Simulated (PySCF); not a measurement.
Magnetisability and related constants of SMILES CC(C)S(=O)(=O)Cl, C$_{3}$H$_{7}$ClO$_{2}$S

Level of theory: GIAO BHandHLYP/pcSseg-1 magnetisability, rotational g tensor and spin-rotation constants, non-relativistic, gas phase in PySCF. Geometry: GFN2-xTB.

Input:
```
{"job": {"kind": "mag", "xc": "BHandHLYP", "basis": "pcSseg-1", "isotopologues": 2}, "charge": 0, "multiplicity": 1}
C     -0.294197     1.463084     0.137152
C     -0.319246     0.073039    -0.443418
C     -1.104954    -0.954292     0.328954
S      1.404851    -0.511720    -0.468298
O      1.476952    -1.871224    -0.898734
O      2.261035     0.444748    -1.093527
Cl     1.894468    -0.511438     1.510175
H      0.451526     2.061700    -0.381443
H     -1.265451     1.942885     0.031677
H     -0.038384     1.427507     1.193981
H     -0.576296     0.076013    -1.502837
H     -0.812023    -0.941506     1.376581
H     -0.906085    -1.944101    -0.075523
H     -2.172874    -0.755168     0.263094
```
Coordinates are in Å.

Command: `OMP_NUM_THREADS=1 python excited_run.py task.json out`

What does the run print?

Atoms count from 0.
```
coarse grid: 13024 points
cycle   1  E = -1126.7936775033  dE =  1.823e+00  |g| = 1.116e+00  |ddm| = 3.489e+00
cycle   2  E = -1126.5430412788  dE =  2.506e-01  |g| = 1.652e+00  |ddm| = 2.085e+00
cycle   3  E = -1127.0282376297  dE = -4.852e-01  |g| = 9.514e-02  |ddm| = 1.305e+00
cycle   4  E = -1127.0299254466  dE = -1.688e-03  |g| = 4.953e-02  |ddm| = 1.416e-01
cycle   5  E = -1127.0304921031  dE = -5.667e-04  |g| = 6.548e-03  |ddm| = 4.988e-02
cycle   6  E = -1127.0305016871  dE = -9.584e-06  |g| = 2.059e-03  |ddm| = 8.789e-03
final grid: 117136 points
cycle   7  E = -1127.0747896177  dE = -1.598e-05  |g| = 2.727e-03  |ddm| = 1.490e-02
cycle   8  E = -1127.0747900991  dE = -4.813e-07  |g| = 2.387e-03  |ddm| = 4.315e-03
cycle   9  E = -1127.0747914765  dE = -1.377e-06  |g| = 2.720e-04  |ddm| = 2.127e-03
cycle  10  E = -1127.0747914884  dE = -1.195e-08  |g| = 1.698e-04  |ddm| = 3.662e-04
cycle  11  E = -1127.0747914942  dE = -5.777e-09  |g| = 4.296e-05  |ddm| = 1.545e-04
cycle  12  E = -1127.0747914946  dE = -3.729e-10  |g| = 9.060e-06  |ddm| = 4.260e-05
converged SCF energy = -1127.0747914946

Magnetisability tensor (1e-30 J/T^2)
    -1269.36      -15.42      -28.10
      -15.42    -1303.25        1.84
      -28.10        1.84    -1394.32
isotropic -1322.31   principal values   -1400.37  -1308.52  -1258.05
isotropic susceptibility -79.632 1e-6 cm^3/mol

Inertial axes            a          b          c
rot. const./GHz      2.1843     1.7104     1.5817
chi total           -76.500    -83.594    -78.801
chi diamagnetic    -638.801   -816.769   -840.985
chi paramagnetic    562.301    733.175    762.184
quadrupole/D A        5.795     -1.390     -4.406
g nuclear            0.5480     0.5755     0.5515
g electronic        -0.5770    -0.5891    -0.5664
g total             -0.0291    -0.0137    -0.0149

Spin-rotation constants (kHz, H = +C I.J)
atom  isotope        aa         bb         cc
  6   35Cl        1.202      0.228      0.820
  7     1H       -0.187     -0.158     -0.025
  8     1H        0.049     -0.204     -0.177
  9     1H       -0.219      0.018     -0.185
 10     1H       -0.164      0.037     -0.214
 11     1H       -0.215      0.015     -0.184
 12     1H       -0.190     -0.152     -0.027
 13     1H        0.049     -0.204     -0.178
  0    13C*       0.336      0.239      0.198
  1    13C*       0.348      0.428      0.396
  3    33S*       1.069      0.757      0.591
  4    17O*      -0.713     -0.313     -0.505
* in the singly substituted isotopologue

Isotopologues: g along a, b, c
2H    at 7,8,9,10,11,12    -0.0265    -0.0125    -0.0140
13C   at 0                 -0.0288    -0.0135    -0.0148
```

It took 23 s wall time on 1 thread of an Arm Neoverse V2, shared host, peak memory 0.76 GiB.
